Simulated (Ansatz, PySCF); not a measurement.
Gas-phase reaction in SMILES: C#CO + 4 [H][H] (H2) → 2 C (CH4) + O (H2O)
Each molecule is optimised on its own at B3LYP-D3(BJ)/def2-TZVP (Ansatz, a first-principles code).
Geometry of the first species:
SMILES: C#CO
```xyz
5

C      1.3080    -0.1153    -0.1364
C      0.1216    -0.0059    -0.0156
O     -1.1689     0.1846     0.0722
H      2.3584    -0.2191    -0.2392
H     -1.5848    -0.5301     0.5735
```

Property: energy of full hydrogenation (enthalpy at 298 K, with B3LYP-D3(BJ) rigid-rotor harmonic-oscillator terms from PySCF), in kcal/mol. Correlated levels leave the core frozen unless marked. Spin-orbit coupling is left out. Non-relativistic. CBS marks a two-point X^-3 extrapolation of the correlation energy; Hartree-Fock from the larger set.

```
level                                program  energy of full hydrogenation (kcal/mol)
----------------------------  --------------  ---------------------------------------
BLYP-D3(BJ)/def2-TZVPD        Ansatz + dftd3                                   -105.7
TPSS/def2-TZVPD                        PySCF                                      [?]
MN15/def2-TZVPD                        PySCF                                      [?]
wB97X/def2-TZVPD                      Ansatz                                   -122.5
CCSD/aug-cc-pVDZ                      Ansatz                                   -124.8
CCSD/cc-pVDZ                          Ansatz                                      [?]
CCSD(T)/CBS(cc-pVTZ,cc-pVQZ)          Ansatz                                   -116.3
```

Task: Complete the blanks.

Result: 
- TPSS/def2-TZVPD, energy of full hydrogenation (kcal/mol): -107.7
- MN15/def2-TZVPD, energy of full hydrogenation (kcal/mol): -109.1
- CCSD/cc-pVDZ, energy of full hydrogenation (kcal/mol): -117.0
